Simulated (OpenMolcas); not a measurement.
An atom or ion with 12 electrons was computed by XMS-CASPT2, IPEA 0.25 Eh, imaginary shift 0.1 Eh with spin-orbit coupling (OpenMolcas, ANO-RCC-VTZP, DKH2). The lowest levels that the run gave, each within 12 % of the measured value where one is at hand:

```csv
J,Parity,E (cm⁻¹),g
0,even,0.0,
0,odd,21686,
1,odd,21701,1.501
2,odd,21733,1.501
1,odd,38135,1.000
```

Q: Which ion is it, and what are the configurations and terms?

A: Mg (Z = 12, neutral; active space 2 electrons in 4 orbitals (3s 3p)). J, parity and g give the terms where levels are pure, and mixed ones are named by the computed weights; the size of the splittings, set against known spectra of the 12-electron sequence, gives the charge. In order, with the measured energies in cm⁻¹ (NIST Handbook of Basic Atomic Spectroscopic Data): 3s² ¹S₀, 3s 3p ³P°₀ (21850), 3s 3p ³P°₁ (21870), 3s 3p ³P°₂ (21911), 3s 3p ¹P°₁ (35051).

Measured partners are found by configuration, term and J. A level has none where our copy of the source lacks it or the pairing is in doubt (some pairs that miss far off the trend of their configuration count as doubtful), and it then counts in no deviation. Only configurations of the active space appear.

° marks odd parity.
